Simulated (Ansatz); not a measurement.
A structure relaxed at PBE0-D4/def2-TZVP, charge 0, multiplicity 1:

```json
{"atom": "C1", "x (Å)": "0.689", "y (Å)": "0.296", "z (Å)": "-1.421"}
{"atom": "N2", "x (Å)": "-0.354", "y (Å)": "-0.308", "z (Å)": "-0.625"}
{"atom": "C3", "x (Å)": "-1.225", "y (Å)": "-1.176", "z (Å)": "-1.385"}
{"atom": "Si4", "x (Å)": "-0.244", "y (Å)": "-0.437", "z (Å)": "1.070"}
{"atom": "Si5", "x (Å)": "0.658", "y (Å)": "1.496", "z (Å)": "2.028"}
{"atom": "Cl6", "x (Å)": "0.982", "y (Å)": "-1.998", "z (Å)": "1.724"}
{"atom": "H7", "x (Å)": "1.348", "y (Å)": "-0.455", "z (Å)": "-1.877"}
{"atom": "H8", "x (Å)": "0.254", "y (Å)": "0.896", "z (Å)": "-2.229"}
{"atom": "H9", "x (Å)": "1.310", "y (Å)": "0.956", "z (Å)": "-0.812"}
{"atom": "H10", "x (Å)": "-2.011", "y (Å)": "-1.583", "z (Å)": "-0.746"}
{"atom": "H11", "x (Å)": "-1.704", "y (Å)": "-0.618", "z (Å)": "-2.198"}
{"atom": "H12", "x (Å)": "-0.680", "y (Å)": "-2.019", "z (Å)": "-1.832"}
{"atom": "H13", "x (Å)": "-1.597", "y (Å)": "-0.785", "z (Å)": "1.567"}
{"atom": "H14", "x (Å)": "-0.103", "y (Å)": "2.705", "z (Å)": "1.610"}
{"atom": "H15", "x (Å)": "2.080", "y (Å)": "1.660", "z (Å)": "1.619"}
{"atom": "H16", "x (Å)": "0.598", "y (Å)": "1.371", "z (Å)": "3.508"}
```

**Question.** Give its formula and SMILES.

**Answer.** C2H10ClNSi2, `CN(C)[SiH]([SiH3])Cl`.

**Question.** Point group (tolerance 0.08 Å, 0.16 Å for H)?

**Answer.** C1.

**Question.** Summarise the bond lengths by kind.

**Answer.** 2 × C–N 1.444 to 1.446 Å; 6 × C–H 1.091 to 1.099 Å; 1 × N–Si 1.703 Å; 1 × Si–Si 2.338 Å; 1 × Cl–Si 2.090 Å; 4 × H–Si 1.483 to 1.488 Å.

Program: Ansatz 0.2.0.
